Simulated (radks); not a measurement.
The selenium ion Se+ inside a hard spherical wall (all orbitals vanish at R), configuration held at [Ar] 3d10 4s2 4p3 and not refilled when levels cross. Method: scalar-relativistic Kohn-Sham, PBEsol, spin-polarised, spherical densities, finite nucleus; open shells are filled with parallel spins first; Fermi nuclear charge, rms radius 4.14 fm; computed with a radial shooting solver on a logarithmic mesh with Libxc functionals. Eigenvalues in eV for spin up, with the zero of energy where the potential of the charges vanishes at infinity; a dash marks a level that is unbound or too diffuse for the functional's potential to be trusted. A positive occupied level is held by the wall or, in an anion where self-interaction has pushed it up, behind a barrier. The pressure on the wall is -dE/dV.

R (bohr),E (hartree),kinetic (hartree),e(3p),e(3d),e(4s),e(4p),"e(5s, empty)","e(4d, empty)",pressure (GPa)
free,-2427.96191,2477.335,-163.09,-63.489,-27.860,-16.394,-,-,0
20,-2427.96191,2477.335,-163.09,-63.489,-27.860,-16.394,-,-,< 0.0001
15,-2427.96191,2477.335,-163.09,-63.489,-27.860,-16.394,-5.432,-,< 0.0001
12,-2427.96191,2477.335,-163.09,-63.489,-27.860,-16.394,-5.420,-3.826,< 0.0001
10,-2427.96191,2477.335,-163.09,-63.488,-27.860,-16.394,-5.351,-3.779,< 0.0001
7,-2427.96138,2477.342,-163.05,-63.455,-27.835,-16.368,-4.265,-3.254,0.0492
4,-2427.81588,2478.264,-160.13,-60.577,-25.702,-13.685,12.949,3.749,39.4
3.5,-2427.59297,2479.371,-157.47,-57.969,-23.493,-10.805,25.893,8.959,131
3,-2427.01490,2481.825,-152.72,-53.334,-18.774,-4.738,50.063,18.682,471
2.5,-2425.43634,2487.627,-144.21,-45.031,-7.783,8.869,98.349,38.085,1920
2,-2420.61506,2503.526,-127.58,-28.418,21.852,43.471,205.97,81.259,9790
